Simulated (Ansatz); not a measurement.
# C5H7NS2: where a starting geometry ends

The starting geometry of this gas-phase singlet was optimised with GFN2-xTB; its bonds are those of `CCSc1cncs1`.

```xyz
15

C    -0.6454    1.4683   -0.9199
C    -0.0032    1.2806    0.4398
C    -1.7562   -0.6863    1.2970
C    -2.9539   -1.2601    1.6290
C    -2.0818   -2.9790    0.6088
N    -3.1081   -2.5395    1.2337
S    -1.2386    0.9171    1.7409
S    -0.7731   -1.8431    0.4443
H    -1.1471    0.5571   -1.2400
H     0.1175    1.7169   -1.6549
H    -1.3763    2.2733   -0.8869
H     0.7233    0.4679    0.4398
H     0.4803    2.1961    0.7791
H    -3.7451   -0.7640    2.1583
H    -1.9954   -3.9635    0.1964
```

Problem. Where would you expect an optimisation with B3LYP-D3(BJ)/def2-SVP to take it?

Solution. It keeps its bonds, and is `CCSc1cncs1`.

The energy falls by 0.12 eV over 18 steps:

```json
{"step": "1", "E − E(last) (eV)": "0.124"}
{"step": "3", "E − E(last) (eV)": "0.037"}
{"step": "5", "E − E(last) (eV)": "0.027"}
{"step": "7", "E − E(last) (eV)": "0.012"}
{"step": "9", "E − E(last) (eV)": "0.006"}
{"step": "10", "E − E(last) (eV)": "0.003"}
{"step": "12", "E − E(last) (eV)": "0.001"}
{"step": "14", "E − E(last) (eV)": "0.000"}
{"step": "16", "E − E(last) (eV)": "0.000"}
{"step": "18", "E − E(last) (eV)": "0.000"}
```

Final geometry (Å):

```xyz
15

C    -0.8786    1.5218   -0.7745
C     0.0464    1.2559    0.4021
C    -1.5255   -0.7983    1.4047
C    -2.8566   -1.0855    1.1948
C    -2.0661   -3.0892    0.7460
N    -3.1482   -2.3715    0.8308
S    -0.8275    0.7224    1.9365
S    -0.5871   -2.2528    1.1306
H    -1.4271    0.6106   -1.0587
H    -0.2988    1.8552   -1.6511
H    -1.6170    2.3003   -0.5289
H     0.8063    0.4965    0.1607
H     0.5808    2.1669    0.7149
H    -3.6541   -0.3488    1.3050
H    -2.0501   -4.1418    0.4525
```

No frequencies were run, so the end isn't proven a minimum. Run with Ansatz 0.2.0, 51 s on 4 threads of Arm Neoverse V1, on a shared host.
